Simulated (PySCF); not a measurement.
**Electron correlation in Be (beryllium, neutral)**

[He] 2s2, closed-shell 1S. Computed with PySCF 2.14 in aug-cc-pCVTZ-DK with one added diffuse shell each of s, p, d, f type (8s7p5d3f, 75 functions), with the spin-free X2C one-electron Hamiltonian (Gaussian nucleus). Frozen: nothing; 4 electrons correlated.

```tsv
level	correlation energy (mhartree)
CCSD	-89.10
(T)	-0.45
CCSD(T)	-89.55
```

Diagnostics: T1 = 0.016, D1 = 0.0325, largest double amplitude 0.115.

Cost of the coupled-cluster step: about 5 core-seconds, for 4 correlated electrons.

Iterations:

```
CC2 = 0
CCSD nocc = 2, nmo = 75
frozen orbitals []
max_cycle = 100
direct = 0
conv_tol = 1e-08
conv_tol_normt = 1e-06
diis_space = 8
diis_start_cycle = 0
Init t2, MP2 energy = -14.6449901927259  E_corr(MP2) -0.0696017419454984
Init E_corr(CCSD) = -0.0696017419665186
cycle = 1  E_corr(CCSD) = -0.0799954037764007  dE = -0.0103936618  norm(t1,t2) = 0.0593002
cycle = 2  E_corr(CCSD) = -0.0841968611914526  dE = -0.00420145742  norm(t1,t2) = 0.0332597
cycle = 3  E_corr(CCSD) = -0.089193437740198  dE = -0.00499657655  norm(t1,t2) = 0.0190968
cycle = 4  E_corr(CCSD) = -0.0890472355164345  dE = 0.000146202224  norm(t1,t2) = 0.000989313
cycle = 5  E_corr(CCSD) = -0.0891113408938924  dE = -6.41053775e-05  norm(t1,t2) = 0.000234755
cycle = 6  E_corr(CCSD) = -0.0891053635885397  dE = 5.97730535e-06  norm(t1,t2) = 5.68273e-05
cycle = 7  E_corr(CCSD) = -0.0890995580753612  dE = 5.80551318e-06  norm(t1,t2) = 2.00976e-05
cycle = 8  E_corr(CCSD) = -0.089100220022589  dE = -6.61947228e-07  norm(t1,t2) = 4.89724e-06
cycle = 9  E_corr(CCSD) = -0.0891001653869479  dE = 5.46356411e-08  norm(t1,t2) = 1.20038e-06
cycle = 10  E_corr(CCSD) = -0.0891000534111288  dE = 1.11975819e-07  norm(t1,t2) = 4.90914e-07
cycle = 11  E_corr(CCSD) = -0.0891000587471566  dE = -5.33602776e-09  norm(t1,t2) = 4.3993e-08
CCSD converged
E(CCSD) = -14.66448850952756  E_corr = -0.08910005874715658
CCSD(T) correction = -0.000445772820442635
```
